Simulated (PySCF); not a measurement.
Compound: C6H9F3O.
Atom-mapped SMILES: `[F:1][CH:2]([F:3])[O:4][C@@H:5]1[CH2:6][CH2:7][CH2:8][C@H:9]1[F:10]` (hydrogens: H11 on C2; H12 on C5; H13, H14 on C6; H15, H16 on C7; H17, H18 on C8; H19 on C9)

Structure optimised with GFN2-xTB, isolated species.

Entries marked ? are missing.

```
coordinate    value
     F1–C2  1.362 Å
     C2–F3  1.342 Å
     C2–O4  1.344 Å
     O4–C5  1.424 Å
     C5–C6  1.533 Å
     C6–C7  1.527 Å
     C7–C8        ?
     C8–C9        ?
    C9–F10        ?
     C5–C9        ?
    C2–H11  1.108 Å
    C5–H12  1.099 Å
    C6–H13  1.090 Å
    C6–H14  1.087 Å
    C7–H15  1.091 Å
    C7–H16  1.088 Å
    C8–H17  1.089 Å
    C8–H18  1.088 Å
    C9–H19  1.094 Å
  F1–C2–F3        ?
  F1–C2–O4        ?
  F3–C2–O4   108.9°
  C2–O4–C5        ?
  O4–C5–C6   108.4°
  O4–C5–C9   113.4°
  C6–C5–C9   105.9°
  C5–C6–C7   104.6°
  C6–C7–C8   103.2°
  C7–C8–C9   104.1°
 C8–C9–F10   110.2°
  C5–C9–C8   106.2°
 C5–C9–F10   108.6°
```

Estimate the withheld lengths and angles.

- C7–C8 = 1.528 Å, drawn single (both ends ring CH2 carbon); 0.01 Å above the sum of covalent radii, 1.52 Å.
- C8–C9 = 1.527 Å, drawn single (ring CH2 carbon to sp3 C–F carbon); 0.01 Å above the sum of covalent radii, 1.52 Å.
- C9–F10 = 1.382 Å, drawn single (sp3 C–F carbon to alkyl fluorine); 0.05 Å above the sum of covalent radii, 1.33 Å.
- C5–C9 = 1.547 Å, drawn single (sp3 carbon bound to oxygen to sp3 C–F carbon); 0.03 Å above the sum of covalent radii, 1.52 Å.
- F1–C2–F3 = 105.4°, at the CHF2 carbon; the outer atoms are 2.151 Å apart.
- F1–C2–O4 = 111.8°, at the CHF2 carbon; the outer atoms are 2.242 Å apart.
- C2–O4–C5 = 116.8°, at the ether oxygen; the outer atoms are 2.358 Å apart.

Radii are Cordero's, carbon taken as 0.76, 0.73 or 0.69 Å for four, three, and two or fewer neighbours.

Stationary, but not proved a minimum. One conformer, not necessarily the lowest (F1–C2–O4–C5 -91°, C2–O4–C5–C6 -168°, O4–C5–C6–C7 -144°, C5–C6–C7–C8 38°, C6–C7–C8–C9 -39°, C7–C8–C9–F10 -92°).

All values are computed, not measured.
